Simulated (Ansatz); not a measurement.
Abridged output of a molecular run in Ansatz:

```
Functional definition: HF
1092 factors; integrals over basis functions are off by at most 9.1e-4 eV
mean field evaluation 1: about -59259.2342 eV, gradient 3.8e1 eV
mean field evaluation 2: about -59259.3354 eV, gradient 3.8e1 eV
mean field evaluation 4: about -59262.3676 eV, gradient 3.1e0 eV
mean field evaluation 8: about -59262.4144 eV, gradient 2.1e-1 eV
mean field -59262.41457477 eV, -2177.8535661154 hartree, gradient 1.5e-6 eV, S^2 0.000000; 0 other end points of the search recorded, 0 dependent functions left out
11 core orbitals not correlated: weight in the atoms' cores, before any rotation towards them, 1.000 or more for the frozen orbitals, at most 0.000 for the correlated occupied ones
reference -59262.41457477 eV, -2177.8535661154 hartree; 14, 14 occupied and 155, 155 virtual orbitals, 1092 factors
second order -16.43115559 eV of doubles, -0.00000000 eV of singles
cycle   1  -16.58760630 eV  change   -1.6e-1 eV  update   9.6e-2
cycle   2  -17.10254038 eV  change   -5.1e-1 eV  update   2.9e-2
cycle   3  -17.19251196 eV  change   -9.0e-2 eV  update   1.4e-2
cycle   4  -17.18136331 eV  change    1.1e-2 eV  update   3.8e-3
cycle   5  -17.18095485 eV  change    4.1e-4 eV  update   1.8e-3
cycle   6  -17.18127862 eV  change   -3.2e-4 eV  update   6.7e-4
cycle   7  -17.18090983 eV  change    3.7e-4 eV  update   2.5e-4
cycle   8  -17.18090527 eV  change    4.6e-6 eV  update   1.2e-4
cycle   9  -17.18094917 eV  change   -4.4e-5 eV  update   4.7e-5
cycle  10  -17.18094374 eV  change    5.4e-6 eV  update   2.1e-5
perturbative correction -0.57707534 eV, -0.0212071276 hartree
Total energy: -59280.17259384 eV, -2178.5061612796 hartree
```

Its atoms:

Cartesian coordinates in Å:
```
B -0.914 1.192 -0.402
Ge 0.068 -0.431 0.373
O 1.536 -0.716 -0.613
H -0.492 1.781 -1.350
H -1.932 1.561 0.104
H -0.804 -1.711 0.348
H 0.494 -0.208 1.845
H 2.045 -1.468 -0.304
```

Task: Which basis set was used?
A. cc-pV(Q+d)Z
B. def2-TZVPPD
C. def2-TZVPP
D. def2-SVPD

Result: C. It gives 180 functions.

Task: Write the keys of the input that set method, charge and spin (a neutral closed shell needs none for the last two).

Result: 
```yaml
correlation: {method: ccsd_t}
```
